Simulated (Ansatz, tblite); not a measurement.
Cost and result up the ladder for [TcNCl4]2- (TcNCl₄²⁻) (6 atoms). Total charge -2; singlet. Geometry: PBE0-D4/def2-SVPD.

```csv
atom,x (Å),y (Å),z (Å)
Tc1,0.106,-0.087,-0.033
N2,1.292,-1.069,-0.406
Cl3,-1.640,-1.555,0.855
Cl4,-1.243,0.040,-2.072
Cl5,0.941,2.133,-0.635
Cl6,0.544,0.539,2.291
```

Ansatz on 4 threads of Arm Neoverse V1 on a shared host; xTB runs through tblite on one thread. Times are rough, summed over both states, and most runs start from the orbitals of an earlier one. PBE0-D4/def2-TZVPD serves as the yardstick here, not as an exact answer. The other state is a doublet.

In the def2 sets Tc takes a core potential; there is no spin–orbit coupling. The xTB rows come from tblite. A multiply charged anion in the gas phase is held together partly by the finite basis. Removing one electron lowers the energy by 0.78 eV at PBE0-D4/def2-TZVPD, so it isn't bound.

Raw xTB energies of ions are shifted by several eV.

| level | functions | wall time | vertical IE (eV) | difference from PBE0-D4/def2-TZVPD (eV) | remarks |
| --- | --- | --- | --- | --- | --- |
| GFN1-xTB | 49 | 0.016 s | 5.67 | 6.46 | – |
| GFN2-xTB | 49 | 0.016 s | 4.68 | 5.47 | – |
| PBE-D4/def2-TZVPD | 261 | 12 s | -1.17 | -0.38 | HOMO above zero (-2 singlet) |
| r2SCAN-D4/def2-TZVPD | 261 | 28 s | -1.10 | -0.32 | HOMO above zero (-2 singlet) |
| PBE0-D4/def2-TZVPD (with forces) | 261 | 33 s | -0.78 | 0.00 | HOMO above zero (-2 singlet) |
